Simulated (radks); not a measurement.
Values are calculated unless marked as measured or tabulated.
Coherent X-ray form factor from a spherical all-electron density. Code: a radial shooting solver on a logarithmic mesh with Libxc functionals. Model: scalar-relativistic Kohn-Sham, PBEsol, spin-polarised, spherical densities, finite nucleus; Fermi nuclear charge, rms radius of each element as measured or else 0.836 A^(1/3) + 0.57 fm.

| sin(theta)/lambda (1/angstrom) | f0 (electrons) |
|---|---|
| 0.05 | 66.469 |
| 0.1 | 64.941 |
| 0.15 | 62.593 |
| 0.2 | 59.670 |
| 0.25 | 56.428 |
| 0.3 | 53.091 |
| 0.4 | 46.738 |
| 0.5 | 41.240 |
| 0.6 | 36.617 |
| 0.8 | 29.333 |
| 1 | 23.997 |
| 1.25 | 19.515 |
| 1.5 | 16.730 |
| 2 | 13.217 |

The species is in the configuration that NIST lists as its ground one. Which atom or ion scatters so?

Answer. The lutetium ion Lu4+, [Xe] 4f13. Extrapolating in s^2 from the first two rows gives f0(0) = 67.0, near the electron count 67; among species with that count, the fall with angle is slower the higher Z, and the table is that of Z = 71; from so few rows the species is fixed only to a neighbour or two.
